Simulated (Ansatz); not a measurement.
Ansatz (an electronic-structure program) input file for B(SiH3)3 (BH9Si3), SMILES [SiH3]B([SiH3])[SiH3], PBE0-D3(BJ)/def2-SVP. 

Ansatz 0.2 input:
```yaml
crystal:
  periodic: [false, false, false]
  atoms:
    - {symbol: B, position_ang: [-0.00211140, 0.00459341, 0.00531275]}
    - {symbol: Si, position_ang: [1.85646394, -0.32286436, -0.56563168]}
    - {symbol: H, position_ang: [2.34812767, -1.68365109, -0.28546289]}
    - {symbol: H, position_ang: [2.77555459, 0.57950137, 0.15400008]}
    - {symbol: H, position_ang: [2.15015179, -0.10881271, -1.99325886]}
    - {symbol: Si, position_ang: [-0.66175540, -0.76640151, 1.69478995]}
    - {symbol: H, position_ang: [-1.43751157, -1.99154237, 1.42290899]}
    - {symbol: H, position_ang: [-1.57071621, 0.11132824, 2.45329600]}
    - {symbol: H, position_ang: [0.36580123, -1.16884530, 2.67068263]}
    - {symbol: Si, position_ang: [-1.19550925, 1.08957233, -1.12823443]}
    - {symbol: H, position_ang: [-2.53749710, 1.37117733, -0.58859981]}
    - {symbol: H, position_ang: [-1.44005391, 0.44789952, -2.43321275]}
    - {symbol: H, position_ang: [-0.63208932, 2.41568755, -1.43985078]}
basis:
  gaussian:
    orbitals: def2-SVP
hamiltonian:
  xc: pbe0
  dispersion: d3bj
relax: {f_tol: 0.002, max_steps: 200}
```

It prints:

```
WARN ansatz: RAYON_NUM_THREADS=1 ignored (pool sized by the plan → 1); use --threads N
Functional definition: PBE0
integrals: 0.07 GiB planned
1176 factors; integrals over basis functions are off by at most 6.0e-4 eV
mean field: 0.50 GiB planned
mean field evaluation 1: about -24434.1152 eV, gradient 1.3e1 eV
mean field evaluation 2: about -24434.5525 eV, gradient 7.9e0 eV
mean field evaluation 4: about -24434.7916 eV, gradient 3.0e-1 eV
mean field evaluation 8: about -24434.7950 eV, gradient 9.1e-3 eV
mean field -24434.79495435 eV, -897.9621520734 hartree, gradient 5.3e-6 eV, S^2 0.000000; 0 other end points of the search recorded, 0 dependent functions left out
the calculation of the forces begins
reference -24434.79498766 eV, -897.9621532977 hartree; 28, 28 occupied and 85, 85 virtual orbitals, 1176 factors
relax step   1: F+E_penalty+E_count = -24435.08382706 eV  Δ(F+E_penalty+E_count) = +0.000e0 eV  max|allowed force component| = 5.667e-1 eV/Å  Δτ_max = 0.0000 Å  (25 SCF iters, accepted)
these checks for a lower state are left out or cut short: starts, cluster_reference, orbital_swaps, neighbouring_geometries, increment
integrals: 0.07 GiB planned
1176 factors; integrals over basis functions are off by at most 6.5e-4 eV
mean field: 0.50 GiB planned
mean field evaluation 16: about -24434.9133 eV, gradient 3.8e0 eV
mean field -24434.95034822 eV, -897.9678626927 hartree, gradient 6.1e-5 eV, S^2 0.000000; 0 other end points of the search recorded, 0 dependent functions left out
the calculation of the forces begins
[...]
mean field -24434.96567633 eV, -897.9684259904 hartree, gradient 3.1e-5 eV, S^2 0.000000; 0 other end points of the search recorded, 0 dependent functions left out
the calculation of the forces begins
reference -24434.96570977 eV, -897.9684272193 hartree; 28, 28 occupied and 85, 85 virtual orbitals, 1176 factors
relax step  18: F+E_penalty+E_count = -24435.25334788 eV  Δ(F+E_penalty+E_count) = +6.228e-4 eV  max|allowed force component| = 8.662e-2 eV/Å  Δτ_max = 0.1295 Å  (23 SCF iters, rejected (line search))
these checks for a lower state are left out or cut short: starts, cluster_reference, orbital_swaps, neighbouring_geometries, increment
integrals: 0.07 GiB planned
1176 factors; integrals over basis functions are off by at most 6.9e-4 eV
mean field: 0.50 GiB planned
mean field -24434.96438049 eV, -897.9683783694 hartree, gradient 1.5e-5 eV, S^2 0.000000; 0 other end points of the search recorded, 0 dependent functions left out
the calculation of the forces begins
reference -24434.96441378 eV, -897.9683795925 hartree; 28, 28 occupied and 85, 85 virtual orbitals, 1176 factors
relax step  19: F+E_penalty+E_count = -24435.25201294 eV  Δ(F+E_penalty+E_count) = +1.958e-3 eV  max|allowed force component| = 1.188e-1 eV/Å  Δτ_max = 0.0260 Å  (24 SCF iters, rejected (line search))
these checks for a lower state are left out or cut short: starts, cluster_reference, orbital_swaps, neighbouring_geometries, increment
integrals: 0.07 GiB planned
1176 factors; integrals over basis functions are off by at most 6.9e-4 eV
mean field: 0.50 GiB planned
mean field -24434.96642457 eV, -897.9684534878 hartree, gradient 1.5e-5 eV, S^2 0.000000; 0 other end points of the search recorded, 0 dependent functions left out
the calculation of the forces begins
reference -24434.96645784 eV, -897.9684547106 hartree; 28, 28 occupied and 85, 85 virtual orbitals, 1176 factors
relax step  20: F+E_penalty+E_count = -24435.25408572 eV  Δ(F+E_penalty+E_count) = -1.151e-4 eV  max|allowed force component| = 4.442e-3 eV/Å  Δτ_max = 0.0130 Å  (21 SCF iters, accepted)
these checks for a lower state are left out or cut short: starts, cluster_reference, orbital_swaps, neighbouring_geometries, increment
integrals: 0.07 GiB planned
1176 factors; integrals over basis functions are off by at most 7.0e-4 eV
mean field: 0.50 GiB planned
mean field -24434.96670682 eV, -897.9684638604 hartree, gradient 1.9e-5 eV, S^2 0.000000; 0 other end points of the search recorded, 0 dependent functions left out
the calculation of the forces begins
reference -24434.96674018 eV, -897.9684650861 hartree; 28, 28 occupied and 85, 85 virtual orbitals, 1176 factors
relax step  21: F+E_penalty+E_count = -24435.25439479 eV  Δ(F+E_penalty+E_count) = -3.091e-4 eV  max|allowed force component| = 1.771e-2 eV/Å  Δτ_max = 0.0781 Å  (22 SCF iters, accepted)
these checks for a lower state are left out or cut short: starts, cluster_reference, orbital_swaps, neighbouring_geometries, increment
integrals: 0.07 GiB planned
1176 factors; integrals over basis functions are off by at most 7.0e-4 eV
mean field: 0.50 GiB planned
mean field evaluation 128: about -24434.9668 eV, gradient 1.1e-5 eV
mean field -24434.96681781 eV, -897.9684679391 hartree, gradient 1.1e-5 eV, S^2 0.000000; 0 other end points of the search recorded, 0 dependent functions left out
the calculation of the forces begins
reference -24434.96685119 eV, -897.9684691659 hartree; 28, 28 occupied and 85, 85 virtual orbitals, 1176 factors
relax step  22: F+E_penalty+E_count = -24435.25447667 eV  Δ(F+E_penalty+E_count) = -8.189e-5 eV  max|allowed force component| = 1.289e-2 eV/Å  Δτ_max = 0.0228 Å  (23 SCF iters, accepted)
these checks for a lower state are left out or cut short: starts, cluster_reference, orbital_swaps, neighbouring_geometries, increment
integrals: 0.07 GiB planned
1176 factors; integrals over basis functions are off by at most 7.0e-4 eV
mean field: 0.50 GiB planned
mean field -24434.96685848 eV, -897.9684694336 hartree, gradient 1.2e-5 eV, S^2 0.000000; 0 other end points of the search recorded, 0 dependent functions left out
the calculation of the forces begins
reference -24434.96689189 eV, -897.9684706614 hartree; 28, 28 occupied and 85, 85 virtual orbitals, 1176 factors
relax step  23: F+E_penalty+E_count = -24435.25454563 eV  Δ(F+E_penalty+E_count) = -6.896e-5 eV  max|allowed force component| = 9.987e-3 eV/Å  Δτ_max = 0.0248 Å  (23 SCF iters, accepted)
these checks for a lower state are left out or cut short: starts, cluster_reference, orbital_swaps, neighbouring_geometries, increment
integrals: 0.07 GiB planned
1176 factors; integrals over basis functions are off by at most 7.0e-4 eV
mean field: 0.50 GiB planned
mean field -24434.96689082 eV, -897.9684706222 hartree, gradient 2.7e-5 eV, S^2 0.000000; 0 other end points of the search recorded, 0 dependent functions left out
the calculation of the forces begins
reference -24434.96692424 eV, -897.9684718505 hartree; 28, 28 occupied and 85, 85 virtual orbitals, 1176 factors
relax step  24: F+E_penalty+E_count = -24435.25457890 eV  Δ(F+E_penalty+E_count) = -3.326e-5 eV  max|allowed force component| = 3.539e-3 eV/Å  Δτ_max = 0.0199 Å  (21 SCF iters, accepted)
these checks for a lower state are left out or cut short: starts, cluster_reference, orbital_swaps, neighbouring_geometries, increment
integrals: 0.07 GiB planned
1176 factors; integrals over basis functions are off by at most 7.1e-4 eV
mean field: 0.50 GiB planned
mean field -24434.96689915 eV, -897.9684709284 hartree, gradient 1.3e-5 eV, S^2 0.000000; 0 other end points of the search recorded, 0 dependent functions left out
the calculation of the forces begins
reference -24434.96693258 eV, -897.9684721569 hartree; 28, 28 occupied and 85, 85 virtual orbitals, 1176 factors
relax step  25: F+E_penalty+E_count = -24435.25459356 eV  Δ(F+E_penalty+E_count) = -1.466e-5 eV  max|allowed force component| = 3.819e-3 eV/Å  Δτ_max = 0.0126 Å  (21 SCF iters, accepted)
these checks for a lower state are left out or cut short: starts, cluster_reference, orbital_swaps, neighbouring_geometries, increment
integrals: 0.07 GiB planned
1176 factors; integrals over basis functions are off by at most 7.1e-4 eV
mean field: 0.50 GiB planned
mean field -24434.96690764 eV, -897.9684712404 hartree, gradient 1.0e-5 eV, S^2 0.000000; 0 other end points of the search recorded, 0 dependent functions left out
the calculation of the forces begins
reference -24434.96694106 eV, -897.9684724685 hartree; 28, 28 occupied and 85, 85 virtual orbitals, 1176 factors
relax step  26: F+E_penalty+E_count = -24435.25460283 eV  Δ(F+E_penalty+E_count) = -9.275e-6 eV  max|allowed force component| = 2.274e-3 eV/Å  Δτ_max = 0.0069 Å  (22 SCF iters, accepted)
these checks for a lower state are left out or cut short: starts, cluster_reference, orbital_swaps, neighbouring_geometries, increment
integrals: 0.07 GiB planned
1176 factors; integrals over basis functions are off by at most 7.1e-4 eV
mean field: 0.50 GiB planned
mean field -24434.96691682 eV, -897.9684715777 hartree, gradient 1.5e-5 eV, S^2 0.000000; 0 other end points of the search recorded, 0 dependent functions left out
the calculation of the forces begins
reference -24434.96695021 eV, -897.9684728048 hartree; 28, 28 occupied and 85, 85 virtual orbitals, 1176 factors
relax step  27: F+E_penalty+E_count = -24435.25461089 eV  Δ(F+E_penalty+E_count) = -8.058e-6 eV  max|allowed force component| = 1.870e-3 eV/Å  Δτ_max = 0.0078 Å  (21 SCF iters, accepted)
these checks for a lower state are left out or cut short: starts, cluster_reference, orbital_swaps, neighbouring_geometries, increment
integrals: 0.07 GiB planned
1176 factors; integrals over basis functions are off by at most 7.1e-4 eV
mean field: 0.50 GiB planned
mean field evaluation 160: about -24434.9669 eV, gradient 8.2e-2 eV
mean field -24434.96692330 eV, -897.9684718159 hartree, gradient 3.8e-5 eV, S^2 0.000000; 0 other end points of the search recorded, 0 dependent functions left out
the calculation of the forces begins
reference -24434.96695668 eV, -897.9684730426 hartree; 28, 28 occupied and 85, 85 virtual orbitals, 1176 factors
relax step  28: F+E_penalty+E_count = -24435.25461374 eV  Δ(F+E_penalty+E_count) = -2.851e-6 eV  max|allowed force component| = 2.193e-3 eV/Å  Δτ_max = 0.0034 Å  (19 SCF iters, accepted)
these checks for a lower state are left out or cut short: starts, cluster_reference, orbital_swaps, neighbouring_geometries, increment
integrals: 0.07 GiB planned
1176 factors; integrals over basis functions are off by at most 7.1e-4 eV
mean field: 0.50 GiB planned
mean field -24434.96691978 eV, -897.9684716863 hartree, gradient 2.4e-5 eV, S^2 0.000000; 0 other end points of the search recorded, 0 dependent functions left out
the calculation of the forces begins
reference -24434.96695315 eV, -897.9684729127 hartree; 28, 28 occupied and 85, 85 virtual orbitals, 1176 factors
relax step  29: F+E_penalty+E_count = -24435.25461450 eV  Δ(F+E_penalty+E_count) = -7.600e-7 eV  max|allowed force component| = 9.035e-4 eV/Å  Δτ_max = 0.0018 Å  (18 SCF iters, accepted)
integrals: 0.07 GiB planned
1176 factors; integrals over basis functions are off by at most 7.1e-4 eV
mean field: 0.50 GiB planned
mean field -24434.96691978 eV, -897.9684716863 hartree, gradient 2.4e-5 eV, S^2 0.000000; 1 other end points of the search recorded, 0 dependent functions left out
the calculation of the forces begins
reference -24434.96695315 eV, -897.9684729127 hartree; 28, 28 occupied and 85, 85 virtual orbitals, 1176 factors
Total energy: -24435.25464788 eV, -897.9790454989 hartree
Atom 0 at    -0.002671     0.048404     0.035504 Å, force    -0.000886     0.000260     0.000904 eV/Å
Atom 1 at     1.885764    -0.301674    -0.547107 Å, force     0.000734     0.000213    -0.000239 eV/Å
Atom 2 at     2.443863    -1.610589    -0.082889 Å, force    -0.000027    -0.000152     0.000002 eV/Å
Atom 3 at     2.660708     0.794384     0.132052 Å, force    -0.000191    -0.000258    -0.000182 eV/Å
Atom 4 at     2.111883    -0.174839    -2.021240 Å, force     0.000054     0.000021     0.000138 eV/Å
Atom 5 at    -0.701058    -0.860509     1.683488 Å, force     0.000353     0.000243    -0.000469 eV/Å
Atom 6 at    -1.254836    -2.159599     1.166341 Å, force    -0.000045     0.000003     0.000217 eV/Å
Atom 7 at    -1.806711    -0.133527     2.381783 Å, force     0.000213    -0.000257    -0.000112 eV/Å
Atom 8 at     0.364927    -1.189739     2.681872 Å, force    -0.000252    -0.000081     0.000101 eV/Å
Atom 9 at    -1.178114     1.206798    -1.107357 Å, force     0.000834    -0.000410     0.000430 eV/Å
Atom 10 at    -2.279365     1.904096    -0.372852 Å, force    -0.000402    -0.000091    -0.000064 eV/Å
Atom 11 at    -1.804975     0.237370    -2.071184 Å, force    -0.000263     0.000386    -0.000154 eV/Å
Atom 12 at    -0.420559     2.217066    -1.911670 Å, force    -0.000123     0.000123    -0.000572 eV/Å
Dipole moment:     0.002333     0.014302     0.010215 e Å
```

The calculation finished and met its thresholds.
